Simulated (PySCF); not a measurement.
**Continuum solvent and chemical shifts**

Cartesian coordinates in Å; atom numbers follow the order of the lines, from 1:
```xyz
17

C     2.322   -0.090    0.588
C     1.447   -0.282   -0.648
C    -0.010   -0.061   -0.354
C    -0.595    1.205   -0.455
C    -1.940    1.364   -0.125
N    -2.721    0.371    0.289
C    -2.169   -0.836    0.387
C    -0.835   -1.102    0.082
H     3.384   -0.255    0.351
H     2.218    0.929    0.993
H     2.038   -0.792    1.387
H     1.768    0.414   -1.440
H     1.588   -1.299   -1.047
H    -0.008    2.063   -0.793
H    -2.408    2.353   -0.204
H    -2.824   -1.647    0.726
H    -0.443   -2.118    0.179
```

GIAO PBE0/pcSseg-1 in PySCF 2.14.0 with density-fitted response routines on one PBE0-D3(BJ)/def2-SVP conformer, non-relativistic, equivalent nuclei averaged. Solvents enter as an IEF-PCM continuum (benzene with ε = 2.3, chloroform with ε = 4.7, tetrahydrofuran with ε = 7.4) around the gas-phase geometry. Shifts are referred to TMS computed in the same medium.

Gas phase, δ in ppm: C3 158.3, C5/C7 156.0, C4/C8 128.4, C2 33.0, C1 20.6, H15/H16 8.70, H14/H17 7.04, H12/H13 2.45, H9/H10/H11 1.17. Dipole moment 2.81 D.

Question: How does each δ change in the continuum?

Answer: 
```
     atoms                                         environment  Δδ, benzene  Δδ, chloroform  Δδ, tetrahydrofuran
        C3                         substituted aromatic carbon         +2.1            +3.4                 +3.9
     C5/C7                 aromatic CH next to a ring nitrogen         +0.3            +0.5                 +0.6
     C4/C8                                         aromatic CH         +1.3            +2.1                 +2.4
        C2                         sp3 CH2 on an aromatic ring         +0.2            +0.3                 +0.4
        C1                                       methyl carbon         +0.2            +0.3                 +0.3
   H15/H16  hydrogen on an aromatic CH next to a ring nitrogen         0.00           -0.01                -0.01
   H14/H17                          hydrogen on an aromatic CH        +0.17           +0.27                +0.32
   H12/H13          hydrogen on an sp3 CH2 on an aromatic ring        +0.07           +0.11                +0.13
H9/H10/H11                         hydrogen on a methyl carbon        +0.02           +0.02                +0.03
```

Changes are relative to the gas phase. The dipole moment becomes 3.24 D in benzene, 3.52 D in chloroform, 3.64 D in tetrahydrofuran.

Question: Which nuclei move most (in ppm), and what does the model miss?

Answer: C3 (substituted aromatic carbon, +3.9 ppm) in tetrahydrofuran. A continuum only polarises the solute; specific hydrogen bonds, the anisotropy of aromatic solvents and changes of geometry or conformer are outside it.
